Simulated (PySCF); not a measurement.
**How methods differ on the ionisation energy of B⁺**

B⁺ [He] 2s2 (1S) → B²⁺ [He] 2s1 (2S), as a difference of total energies. All numbers are calculated (PySCF 2.14, no relativity, point nucleus, in aug-cc-pV5Z (7s6p5d4f3g2h, 127 functions)). Correlated levels: valence: 1s2 frozen. The calculations carry no spin-orbit coupling.

| method | ionisation energy (eV) |
| --- | --- |
| UHF | 23.443 |
| LDA | 24.553 |
| PBE | 24.606 |
| PBE0 | 24.561 |
| r2SCAN | 24.263 |
| MN15 | 24.510 |
| wB97X-V | 24.633 |
| HSE06 | 24.558 |
| MP2 (valence) | 24.496 |
| SCS-MP2 (valence) | 24.707 |

Errors of the correlated levels include the incompleteness of this basis and the frozen core.

MP2 underrates the near-degeneracy of ns² with np² in the lower species.

Problem. Which method comes closest to the reference value, and which is furthest?

Solution. The reference is 25.155 eV (measured; NIST Atomic Spectra Database, ionization energies). Closest: SCS-MP2 (valence) (error -0.448 eV); furthest: UHF (error -1.712 eV).
